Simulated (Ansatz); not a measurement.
The same path of ClGaH2 + ClH (6 atoms, charge 0, multiplicity 1) was run twice with different band settings. Lost on the way: Ga1–H2, Cl5–H6. Made: Ga1–Cl5, H2–H6.

Level of theory: Ansatz 0.2.0, RHF/def2-SVP.

Relaxed end points:

```xyz
6
Properties=species:S:1:pos:R:3
Ga -0.171 0.332 0.090
H -0.323 1.226 1.357
Cl 1.900 -0.062 -0.527
H -1.261 -0.140 -0.917
Cl -0.003 -2.303 1.610
H 1.191 -2.365 1.161
```

```xyz
6
Properties=species:S:1:pos:R:3
Ga 0.034 -0.830 -0.540
H 0.334 0.555 2.340
Cl 1.928 -0.052 -1.186
H -1.283 -0.038 -0.722
Cl 0.077 -2.790 0.338
H 0.242 -0.158 2.544
```

Common settings: spring 5.0 eV/Å²; optimiser quadratic models (default); start path through a guess of the saddle point; force threshold 0.05 eV/Å; iteration limit 60; end points relaxed.

| run | movable images | climbing image |
| --- | --- | --- |
| 1 | 7 | yes |
| 2 | 8 | no |

**Question.** What does each run give, and how far can it be trusted?

**Answer.** Run 1: converged after 12 iterations, highest image 1.109 eV above the first end. Neighbouring images differ by up to 1.4 eV, so the band resolves the path poorly. A vibrational analysis at the climbing image gives one clearly imaginary mode, 1557i cm⁻¹: a first-order saddle point.
Run 2: converged after 12 iterations, highest image 0.760 eV above the first end. Neighbouring images differ by up to 1.2 eV, so the band resolves the path poorly. No image climbed, so the highest image needn't sit at the top of the path.
The orbitals stay closed-shell, which can raise the energy where a bond breaks towards radicals; this wasn't checked here.
